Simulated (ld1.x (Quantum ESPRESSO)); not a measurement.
**Pseudopotential generation for Zr: TM, LDA (PZ), scalar-relativistic.**

- Element: zirconium
- Generator: ld1.x (Quantum ESPRESSO) 7.5
- Type: norm-conserving Troullier–Martins (Kleinman–Bylander form)
- Functional: LDA (PZ)
- Relativity: scalar-relativistic
- Frozen core: [Ar] 3d10
- Valence charge: 12
- Reference configuration: 4s2 4p6 4d2 5s2 5p0
- Partial waves: 4p (bound): rc 1.50 bohr; 4d (bound): rc 1.70 bohr; 4s (bound): rc 1.50 bohr
- Local potential: the s channel
- Core correction: none

Occupied shells without a wave of their own: 5s. They enter only through the test configuration that unscreens the potential.

All-electron outer shells of the reference configuration (LDA (PZ), scalar-relativistic, ld1.x):

```csv
shell,level (eV),outermost node (bohr),outermost maximum (bohr)
3p,-317.24,0.18,0.40
3d,-174.95,–,0.35
4s,-54.51,0.55,1.08
4p,-32.50,0.56,1.17
5s,-4.60,1.47,3.11
4d,-3.74,0.58,1.61
5p,-1.55,1.70,4.15
```

Results:

```json
{"Cutoffs needed": "70 Ry and 110 Ry (the cutoffs (Ry, on a coarse ladder) from which the occupation-weighted sum of valence levels, in a spherical-Bessel basis at the reference potential, stays within 10 and 1 mRy of its value at 400 Ry)", "Ghost test": "no extra level below or beside the all-electron valence levels (p, d, s, f tested) (spherical-Bessel basis up to 400 Ry, 20 bohr box)", "Largest excitation error": "-909 meV (all-electron minus pseudo) for 4s2 4p6 4d1 5s0 5p0, out of 7 test configurations"}
```

Generation and tests took about 3.7 s on one core of a shared server CPU.
